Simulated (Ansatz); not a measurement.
Geometry optimisation, RKS PBE0-D4/6-31G* (Ansatz).

The input (input.yaml):

```yaml
crystal:
  periodic: [false, false, false]
  atoms:
    - { symbol: C, position_ang: [0.7177, -2.0715, -0.4139] }
    - { symbol: C, position_ang: [1.0344, -0.5559, -0.5037] }
    - { symbol: F, position_ang: [1.5881, -0.3478, -1.7402] }
    - { symbol: Si, position_ang: [-0.2944, 0.6839, -0.3514] }
    - { symbol: "N", position_ang: [0.0997, 2.2477, -0.8427] }
    - { symbol: Si, position_ang: [-1.1582, 0.5783, 1.8392] }
    - { symbol: H, position_ang: [-0.0206, -2.2945, -1.2055] }
    - { symbol: H, position_ang: [1.5987, -2.6258, -0.593] }
    - { symbol: H, position_ang: [0.2415, -2.2757, 0.5862] }
    - { symbol: H, position_ang: [1.8077, -0.3307, 0.2699] }
    - { symbol: H, position_ang: [-1.4727, 0.327, -1.267] }
    - { symbol: H, position_ang: [1.09199, 2.31539, -0.93849] }
    - { symbol: H, position_ang: [-0.20453, 2.98466, -0.11723] }
    - { symbol: H, position_ang: [-0.0975, 0.9027, 2.8201] }
    - { symbol: H, position_ang: [-2.2936, 1.4913, 2.0384] }
    - { symbol: H, position_ang: [-1.6234, -0.785, 2.1449] }
basis:
  gaussian: { orbitals: "6-31G*" }
hamiltonian:
  xc: pbe0
  dispersion: d4
relax:
  f_tol: 0.015
  max_steps: 40
output:
  orbitals: {}
```

Launched with:

```bash
$ ansatz run input.yaml --threads 2 --pin off --max-ram 3072MiB --backend cpu --events-out ev --progress --plain --runs-dir out
```

Problem. Where does it end, and by what steps?

Solution. The run converged. The force dipped under the threshold on the way, but the program's further checks kept it going. After 21 steps the energy has fallen by 0.645 eV; H12 moved furthest, 0.92 Å.

| step | energy less start (eV) | largest force component (eV/Å) | accepted |
| --- | --- | --- | --- |
| 0 | 0.0000 | 3.629 | yes |
| 1 | -0.4678 | 1.032 | yes |
| 2 | -0.5407 | 0.674 | yes |
| 3 | -0.5707 | 0.417 | yes |
| 4 | -0.5953 | 0.263 | yes |
| 5 | -0.5934 | 0.290 | no |
| 6 | -0.6075 | 0.117 | yes |
| 7 | -0.6138 | 0.065 | yes |
| 8 | -0.6156 | 0.412 | yes |
| 9 | -0.6297 | 0.126 | yes |
| 10 | -0.6175 | 0.905 | no |
| 11 | -0.6370 | 0.070 | yes |
| 12 | -0.6398 | 0.234 | yes |
| 13 | -0.6390 | 0.242 | no |
| 14 | -0.6428 | 0.023 | yes |
| 15 | -0.6441 | 0.061 | yes |
| 16 | -0.6448 | 0.048 | yes |
| 17 | -0.6451 | 0.021 | yes |
| 18 | -0.6452 | 0.010 | yes |
| 19 | -0.6453 | 0.012 | yes |
| 20 | -0.6454 | 0.022 | yes |
| 21 | -0.6454 | 0.009 | yes |

```xyz
16
Properties=species:S:1:pos:R:3
C 0.678 -2.028 -0.383
C 1.115 -0.582 -0.488
F 1.651 -0.368 -1.771
Si -0.308 0.682 -0.301
N 0.121 2.340 -0.574
Si -1.260 0.536 1.835
H -0.143 -2.244 -1.075
H 1.510 -2.699 -0.622
H 0.337 -2.255 0.633
H 1.924 -0.382 0.229
H -1.297 0.307 -1.354
H 0.421 2.600 -1.505
H 0.670 2.828 0.120
H -0.328 1.096 2.860
H -2.539 1.297 1.913
H -1.536 -0.884 2.207
```

Whether the end is a true minimum wasn't checked by a vibrational analysis.

Time of the run: 2.5 min on 2 threads of Intel(R) Xeon(R) Platinum 8259CL CPU @ 2.50GHz (Skylake/Cascade Lake), with other jobs on the host, peak memory 0.33 GiB.
